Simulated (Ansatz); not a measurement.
Geometry optimisation, Ansatz 0.2.0, RKS BLYP/def2-SVP.

Input file:

```yaml
crystal:
  periodic: [false, false, false]
  atoms:
    - { symbol: Sn, position_ang: [-1.6864, 1.3794, -0.0681] }
    - { symbol: B, position_ang: [0.2535, 0.9886, 0.7957] }
    - { symbol: C, position_ang: [0.28528, 0.109, 2.09857] }
    - { symbol: Sn, position_ang: [-0.28019, 1.20728, 3.81231] }
    - { symbol: H, position_ang: [-1.5222, 2.0904, -1.6996] }
    - { symbol: H, position_ang: [-2.5862, 2.5826, 0.9362] }
    - { symbol: H, position_ang: [-2.6207, -0.0633, -0.1848] }
    - { symbol: H, position_ang: [1.06156, 1.83426, 0.71437] }
    - { symbol: H, position_ang: [1.39485, -0.22044, 2.2532] }
    - { symbol: H, position_ang: [-0.32246, -0.77183, 1.98626] }
    - { symbol: H, position_ang: [-0.23041, 0.30147, 5.23243] }
    - { symbol: H, position_ang: [-1.95801, 1.76892, 3.52769] }
    - { symbol: H, position_ang: [0.65598, 2.67009, 3.91795] }
basis:
  gaussian: { orbitals: def2-SVP }
hamiltonian:
  xc: blyp
relax:
  f_tol: 0.015
  max_steps: 40
```

Command:

```bash
$ ansatz run input.yaml --threads 2 --pin off --max-ram 3072MiB --backend cpu --events-out ev --progress --plain --runs-dir out
```

Problem. Where does it end, and by what steps?

Solution. The forces met the threshold. The force dipped under the threshold on the way, but the program's further checks kept it going. After 21 steps the energy has fallen by 0.750 eV; H6 moved furthest, 1.01 Å.

| step | energy less start (eV) | largest force component (eV/Å) | accepted |
| --- | --- | --- | --- |
| 0 | 0.0000 | 2.949 | yes |
| 1 | -0.5652 | 1.237 | yes |
| 2 | -0.6882 | 0.677 | yes |
| 3 | -0.6926 | 0.933 | yes |
| 4 | -0.7286 | 0.116 | yes |
| 5 | -0.7350 | 0.125 | yes |
| 6 | -0.7391 | 0.061 | yes |
| 7 | -0.7404 | 0.075 | yes |
| 8 | -0.7429 | 0.023 | yes |
| 9 | -0.7442 | 0.063 | yes |
| 10 | -0.7450 | 0.080 | yes |
| 11 | -0.7460 | 0.078 | yes |
| 12 | -0.7474 | 0.062 | yes |
| 13 | -0.7479 | 0.063 | yes |
| 14 | -0.7485 | 0.036 | yes |
| 15 | -0.7490 | 0.018 | yes |
| 16 | -0.7493 | 0.006 | yes |
| 17 | -0.7494 | 0.016 | yes |
| 18 | -0.7495 | 0.021 | yes |
| 19 | -0.7496 | 0.016 | yes |
| 20 | -0.7496 | 0.005 | yes |
| 21 | -0.7496 | 0.006 | yes |

```xyz
13
Properties=species:S:1:pos:R:3
Sn -1.779 1.472 -0.204
B 0.162 1.242 0.998
C 0.402 0.125 2.011
Sn -0.279 1.148 3.923
H -1.470 1.358 -1.915
H -2.550 3.018 0.029
H -2.982 0.262 0.158
H 1.010 2.098 0.828
H 1.451 -0.123 2.273
H -0.238 -0.778 2.001
H 0.065 -0.022 5.154
H -1.975 1.480 3.866
H 0.628 2.595 4.199
```

Run time: 65 s on 2 threads of Arm Neoverse V1, with other jobs on the host, peak memory 0.17 GiB.
